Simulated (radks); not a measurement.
Pm2+, configuration [Xe] 4f5. All-electron calculation, Dirac Kohn-Sham, PBE, spin-unpolarised, spherical densities, finite nucleus; open shells are shared between the two j in proportion to 2j + 1; Fermi nuclear charge, rms radius 4.962 fm. Program: a radial shooting solver on a logarithmic mesh with Libxc functionals.

Normalised radial functions P(r) = r R(r) (large component), r in bohr:

r,5s1/2,6s1/2
0.00433,0.1123,0.0432
0.005869,0.1317,0.0506
0.007954,0.1471,0.0565
0.01078,0.1524,0.0586
0.01449,0.1396,0.0536
0.01964,0.0981,0.0377
0.02662,0.0207,0.0079
0.03608,-0.0875,-0.0337
0.04889,-0.1963,-0.0754
0.06627,-0.2440,-0.0937
0.08981,-0.1592,-0.0609
0.1207,0.0627,0.0246
0.1636,0.3061,0.1178
0.2218,0.3177,0.1207
0.3006,-0.0292,-0.0146
0.4073,-0.4559,-0.1762
0.5521,-0.4389,-0.1569
0.7422,0.1318,0.0762
1.006,0.7890,0.3023
1.363,0.9786,0.2467
1.848,0.6866,-0.1041
2.504,0.2937,-0.4882
3.394,0.0734,-0.6224
4.563,0.0100,-0.4547
6.184,0.0005,-0.1896
8.381,0.0000,-0.0416
11.36,0.0000,-0.0041

5s1/2: eigenvalue -54.970 eV, 4 radial nodes at r = 0.0284, 0.112, 0.295, 0.702 bohr, <r> = 1.44 bohr, 90 % of the charge inside 2.07 bohr. 6s1/2 (empty): eigenvalue -13.582 eV, 5 radial nodes at r = 0.0284, 0.112, 0.293, 0.684, 1.71 bohr, <r> = 3.61 bohr, 90 % of the charge inside 5.15 bohr.
